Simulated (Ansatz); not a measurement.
Abridged output of a molecular run in Ansatz:

```
Functional definition: HF
1139 factors; integrals over basis functions are off by at most 9.9e-4 eV
mean field evaluation 1: about -13144.6291 eV, gradient 3.8e1 eV
mean field evaluation 2: about -13144.8398 eV, gradient 3.8e1 eV
mean field evaluation 4: about -13147.9023 eV, gradient 3.4e0 eV
mean field evaluation 8: about -13147.9531 eV, gradient 3.0e-1 eV
mean field -13147.95372278 eV, -483.1783873090 hartree, gradient 5.9e-6 eV, S^2 0.000000; 0 other end points of the search recorded, 0 dependent functions left out
8 core orbitals not correlated: weight in the atoms' cores, before any rotation towards them, 1.000 or more for the frozen orbitals, at most 0.000 for the correlated occupied ones
reference -13147.95372278 eV, -483.1783873090 hartree; 12, 12 occupied and 171, 171 virtual orbitals, 1139 factors
second order -19.80129839 eV of doubles, -0.00000000 eV of singles
cycle   1  -19.93210813 eV  change   -1.3e-1 eV  update   9.9e-2
cycle   2  -20.43895836 eV  change   -5.1e-1 eV  update   3.0e-2
cycle   3  -20.55780358 eV  change   -1.2e-1 eV  update   1.5e-2
cycle   4  -20.54414585 eV  change    1.4e-2 eV  update   4.0e-3
cycle   5  -20.54438521 eV  change   -2.4e-4 eV  update   1.8e-3
cycle   6  -20.54537747 eV  change   -9.9e-4 eV  update   5.2e-4
cycle   7  -20.54505169 eV  change    3.3e-4 eV  update   1.8e-4
cycle   8  -20.54500423 eV  change    4.7e-5 eV  update   6.9e-5
cycle   9  -20.54502401 eV  change   -2.0e-5 eV  update   2.5e-5
perturbative correction -0.76447231 eV, -0.0280938392 hartree
Total energy: -13169.26321910 eV, -483.9614968546 hartree
```

Its atoms:

Z-matrix (Å, degrees):
```
Si
N 1 1.716
F 1 1.604 2 113.4
H 1 1.478 2 107.9 3 119.0
H 1 1.478 2 107.9 3 -119.0
C 2 1.257 1 129.6 3 -0.0
H 6 1.099 2 124.1 1 0.0
H 6 1.096 2 120.2 1 -180.0
```

Question: Which basis set was used?
A. def2-TZVPP
B. cc-pV(D+d)Z
C. def2-SVP
D. def2-TZVPPD

Answer: A. It gives 191 functions.

Question: Write the keys of the input that set method, charge and spin (a neutral closed shell needs none for the last two).

Answer: 
```yaml
correlation: {method: ccsd_t}
```
